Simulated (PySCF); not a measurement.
Simulation results for BFH₃OSi, FH₄OSi₂, ClH₂O₂Si, ClH₄OSi₂ and others

Calculation on a computer-drawn molecule: the log of a Hartree-Fock and frozen-core CCSD(T) single point meant for a local Hartree-Fock minimum, with one planted fault or none, to be diagnosed. Offsets are logged minus clean, where the clean run is the same molecule without the fault. The reference is restricted for singlets and unrestricted otherwise, and also for a bond in bohr or an excited solution. Adding or removing an electron swaps singlet and doublet. The excited solution moves the top pair (singlet) or top alpha electron (doublet) to the lowest empty orbital. Highest occupied and lowest empty are orbital energies over both spins, largest force is the largest gradient component, triples share is (T) over the correlation energy, the T1 limit is 0.02 restricted and 0.045 unrestricted, electrons count all cores, a negative frequency is imaginary (commonest isotopes), and the dipole is about the centre of nuclear charge. Program: PySCF 2.14.0.

Common to all runs: meant basis cc-pV(D+d)Z; logged SCF converged yes; possible faults no fault, one electron removed, one electron added, multiplicity raised by two, geometry at a saddle point, SCF held on an excited solution, minimal basis STO-3G, one bond length entered in bohr, all coordinates scaled.

(1) BFH₃OSi

Logged structure:
```xyz
7
BFH3OSi
O     -1.7126     2.1880    -0.1655
Si    -1.3566     1.1160    -1.3731
B      0.1033    -0.2228    -1.0449
F      0.4520    -0.5380     0.2067
H     -1.7256     1.8713     0.7259
H     -1.2646     1.8971    -2.6216
H      0.6038    -0.8581    -1.9319
```

- meant charge: 0
- meant multiplicity: 2
- logged electrons: 39
- logged basis functions: 80
- logged spin squared: 0.9333
- logged highest occupied: -4.6702 eV
- logged lowest empty: -1.5687 eV
- logged largest force: 0.052782 hartree/bohr
- logged dipole magnitude: 3.1572 debye
- logged SCF stable within its kind: no
- logged energy HF: -489.57304 hartree
- planted fault: SCF held on an excited solution
- HF energy offset from clean run: 89.31 kcal/mol

Drawn bonds:
```csv
atom,other atom,order
1,2,1
2,3,1
3,4,1
1,5,1
2,6,1
3,7,1
```

Notes: coupled-cluster numbers left out as unreliable.

(2) FH₄OSi₂

Logged structure:
```xyz
8
FH4OSi2
O     -1.8861     0.1136    -0.5830
Si    -0.2608    -0.1442    -0.8092
Si     0.5678    -0.9467     1.2440
F      2.1362    -1.3052     1.0199
H     -2.3850     0.5516    -1.2568
H      0.4159     1.1028    -1.2586
H      0.4999     0.0355     2.3448
H     -0.1233    -2.1864     1.6463
```

- meant charge: 0
- meant multiplicity: 2
- logged electrons: 49
- logged basis functions: 94
- logged spin squared: 0.7571
- logged highest occupied: -8.6703 eV
- logged lowest empty: 1.3571 eV
- logged largest force: 4.304e-05 hartree/bohr
- logged lowest frequency: 52.137 cm⁻¹
- logged T1 diagnostic: 0.015143
- logged D1 diagnostic: 0.060116
- logged triples share: 0.020394
- logged CC converged: yes
- logged dipole magnitude: 2.4333 debye
- logged SCF stable within its kind: yes
- logged energy HF: -754.56468 hartree
- logged energy CCSD(T): -755.1654 hartree
- planted fault: no fault
- HF energy offset from clean run: 0 kcal/mol
- CCSD(T) energy offset from clean run: 0 kcal/mol

Drawn bonds:
```csv
atom,other atom,order
1,2,1
2,3,1
3,4,1
1,5,1
2,6,1
3,7,1
3,8,1
```

(3) FH₄OSi₂

Logged structure:
```xyz
8
FH4OSi2
O     -1.8144     0.1093    -0.5608
Si    -0.2509    -0.1387    -0.7785
Si     0.5462    -0.9108     1.1967
F      2.0550    -1.2556     0.9812
H     -2.2943     0.5306    -1.2091
H      0.4001     1.0609    -1.2107
H      0.4809     0.0342     2.2557
H     -0.1186    -2.1033     1.5838
```

- meant charge: 0
- meant multiplicity: 2
- logged electrons: 49
- logged basis functions: 94
- logged spin squared: 0.7572
- logged highest occupied: -8.4749 eV
- logged lowest empty: 1.584 eV
- logged largest force: 0.047027 hartree/bohr
- logged T1 diagnostic: 0.014186
- logged D1 diagnostic: 0.055076
- logged triples share: 0.019425
- logged CC converged: yes
- logged dipole magnitude: 2.3779 debye
- logged SCF stable within its kind: yes
- logged energy HF: -754.55197 hartree
- logged energy CCSD(T): -755.14764 hartree
- planted fault: all coordinates scaled, by -3.8 %
- HF energy offset from clean run: 7.976 kcal/mol
- CCSD(T) energy offset from clean run: 11.15 kcal/mol

Drawn bonds:
```csv
atom,other atom,order
1,2,1
2,3,1
3,4,1
1,5,1
2,6,1
3,7,1
3,8,1
```

(4) ClH₂O₂Si

Logged structure:
```xyz
6
ClH2O2Si
O     -0.9488    -1.2978     0.4390
Si    -1.3446    -1.3149    -1.1470
O     -0.6412    -2.5535    -1.9560
Cl    -0.6320     0.3936    -2.0686
H     -0.0905    -1.0010     0.7108
H     -0.7902    -3.4353    -1.6447
```

- meant charge: 0
- meant multiplicity: 2
- logged electrons: 49
- logged basis functions: 30
- logged spin squared: 0.7551
- logged highest occupied: -7.1425 eV
- logged lowest empty: 4.6937 eV
- logged largest force: 0.040875 hartree/bohr
- logged T1 diagnostic: 0.015023
- logged D1 diagnostic: 0.083422
- logged triples share: 0.031413
- logged CC converged: yes
- logged dipole magnitude: 3.4071 debye
- logged SCF stable within its kind: yes
- logged energy HF: -889.06603 hartree
- logged energy CCSD(T): -889.19005 hartree
- planted fault: minimal basis STO-3G
- HF energy offset from clean run: 6514 kcal/mol
- CCSD(T) energy offset from clean run: 6827 kcal/mol

Drawn bonds:
```csv
atom,other atom,order
1,2,1
2,3,1
2,4,1
1,5,1
3,6,1
```

(5) ClH₄OSi₂

Logged structure:
```xyz
8
ClH4OSi2
O     -1.5656    -1.7375    -0.6040
Si    -0.4924    -0.4891    -0.5965
Si     0.3331    -0.2273    -2.7994
Cl     1.0862    -0.9635     0.6997
H     -1.8755    -2.1052     0.2118
H      0.9963    -1.4667    -3.2645
H      1.3022     0.8912    -2.7993
H     -0.8004     0.1017    -3.6931
```

- meant charge: 0
- meant multiplicity: 2
- logged electrons: 57
- logged basis functions: 103
- logged spin squared: 0.7586
- logged highest occupied: -8.7212 eV
- logged lowest empty: 1.2452 eV
- logged largest force: 6.531e-06 hartree/bohr
- logged lowest frequency: 99.305 cm⁻¹
- logged T1 diagnostic: 0.01503
- logged D1 diagnostic: 0.062132
- logged triples share: 0.024402
- logged CC converged: yes
- logged dipole magnitude: 1.387 debye
- logged SCF stable within its kind: yes
- logged energy HF: -1114.63117 hartree
- logged energy CCSD(T): -1115.19657 hartree
- planted fault: no fault
- HF energy offset from clean run: 0 kcal/mol
- CCSD(T) energy offset from clean run: 0 kcal/mol

Drawn bonds:
```csv
atom,other atom,order
1,2,1
2,3,1
2,4,1
1,5,1
3,6,1
3,7,1
3,8,1
```

(6) BClH₂OSi

Logged structure:
```xyz
6
BClH2OSi
O     -1.0462     0.8587    -0.9687
Si    -0.6447     0.2713     0.5291
B      1.2637     1.0839     0.7771
Cl     2.6447     0.1355     0.1798
H     -0.4695     1.4002    -1.4872
H      1.5597     2.1003     1.3390
```

- meant charge: 0
- meant multiplicity: 1
- logged electrons: 46
- logged basis functions: 30
- logged spin squared: 0
- logged highest occupied: -6.1268 eV
- logged lowest empty: 5.9807 eV
- logged largest force: 0.036718 hartree/bohr
- logged T1 diagnostic: 0.022484
- logged D1 diagnostic: 0.084141
- logged triples share: 0.041849
- logged CC converged: yes
- logged dipole magnitude: 1.7689 debye
- logged SCF stable within its kind: yes
- logged energy HF: -839.54427 hartree
- logged energy CCSD(T): -839.69195 hartree
- planted fault: minimal basis STO-3G
- HF energy offset from clean run: 6039 kcal/mol
- CCSD(T) energy offset from clean run: 6285 kcal/mol

Drawn bonds:
```csv
atom,other atom,order
1,2,1
2,3,1
3,4,1
1,5,1
3,6,1
```

Notes: T1 above single-reference limit.

(7) ClH₃OSi₂

Logged structure:
```xyz
7
ClH3OSi2
O     -0.1718     1.4634     1.0054
Si    -0.7649     0.2051     0.0958
Si     1.1889     0.1845    -1.3495
Cl     0.9859    -1.3158    -2.8011
H     -0.7104     1.7684     1.7230
H      1.3625     1.4607    -2.0790
H      2.4352    -0.1091    -0.6067
```

* meant charge: 0
* meant multiplicity: 1
* logged electrons: 56
* logged basis functions: 98
* logged spin squared: 0
* logged highest occupied: -5.6058 eV
* logged lowest empty: -2.0967 eV
* logged largest force: 0.037218 hartree/bohr
* logged dipole magnitude: 2.2057 debye
* logged SCF stable within its kind: no
* logged energy HF: -1113.82226 hartree
* planted fault: SCF held on an excited solution
* HF energy offset from clean run: 131.7 kcal/mol

Drawn bonds:
```csv
atom,other atom,order
1,2,1
2,3,1
3,4,1
1,5,1
3,6,1
3,7,1
```

Notes: coupled-cluster numbers left out as unreliable.

(8) CH₅AlBSi

Logged structure:
```xyz
9
CH5AlBSi
Al    -1.7091    -0.3579    -2.3555
B      0.0066     0.2956    -1.1951
C      0.9935    -0.7054    -0.7177
Si     2.3345    -0.0972     0.2038
H     -2.9344    -0.8495    -3.1879
H      0.0532     1.4754    -1.0032
H      0.8736    -2.7202    -1.0713
H      2.4660     1.3341     0.4834
H      3.3989    -0.9444     0.7519
```

* meant charge: 1
* meant multiplicity: 1
* logged electrons: 42
* logged basis functions: 99
* logged spin squared: 0.7411
* logged highest occupied: -13.257 eV
* logged lowest empty: -4.5188 eV
* logged largest force: 0.02445 hartree/bohr
* logged T1 diagnostic: 0.061211
* logged D1 diagnostic: 0.25868
* logged triples share: 0.047663
* logged CC converged: yes
* logged dipole magnitude: 3.5014 debye
* logged SCF stable within its kind: yes
* logged energy HF: -595.88322 hartree
* logged energy CCSD(T): -596.29966 hartree
* planted fault: one bond length entered in bohr, row 6 of the drawn bonds
* HF energy offset from clean run: 83.19 kcal/mol
* CCSD(T) energy offset from clean run: 83.77 kcal/mol

Drawn bonds:
```csv
atom,other atom,order
1,2,1
2,3,1
3,4,2
1,5,1
2,6,1
3,7,1
4,8,1
4,9,1
```

Notes: T1 above single-reference limit.

(9) AlBH₄NSi

Logged structure:
```xyz
8
AlBH4NSi
Al     1.5371    -0.4133    -3.5906
B     -0.5421     0.1519    -3.0021
N     -0.6758     0.5322    -1.7169
Si    -1.1051     1.0123    -0.2747
H      3.0326    -0.7810    -3.8733
H     -1.3626     0.0734    -3.8643
H     -1.4987     0.0596     0.7619
H     -1.0406     2.4206     0.1121
```

- meant charge: 1
- meant multiplicity: 1
- logged electrons: 42
- logged basis functions: 32
- logged spin squared: 0
- logged highest occupied: -11.078 eV
- logged lowest empty: 1.0657 eV
- logged largest force: 0.035021 hartree/bohr
- logged T1 diagnostic: 0.028009
- logged D1 diagnostic: 0.086775
- logged triples share: 0.033647
- logged CC converged: yes
- logged dipole magnitude: 3.6316 debye
- logged SCF stable within its kind: yes
- logged energy HF: -604.88318 hartree
- logged energy CCSD(T): -605.12009 hartree
- planted fault: minimal basis STO-3G
- HF energy offset from clean run: 4507 kcal/mol
- CCSD(T) energy offset from clean run: 4632 kcal/mol

Drawn bonds:
```csv
atom,other atom,order
1,2,1
2,3,1
3,4,2
1,5,1
2,6,1
4,7,1
4,8,1
```

Notes: T1 above single-reference limit.

(10) AlBH₄NSi

Structure as in entry 9.

- meant charge: 1
- meant multiplicity: 1
- logged electrons: 42
- logged basis functions: 94
- logged spin squared: 0
- logged highest occupied: -9.5191 eV
- logged lowest empty: -7.7679 eV
- logged largest force: 0.060017 hartree/bohr
- logged CC converged: no
- logged dipole magnitude: 3.0115 debye
- logged SCF stable within its kind: no
- logged energy HF: -611.76571 hartree
- planted fault: SCF held on an excited solution
- HF energy offset from clean run: 187.8 kcal/mol

Drawn bonds:
```csv
atom,other atom,order
1,2,1
2,3,1
3,4,2
1,5,1
2,6,1
4,7,1
4,8,1
```

Notes: CCSD not converged.
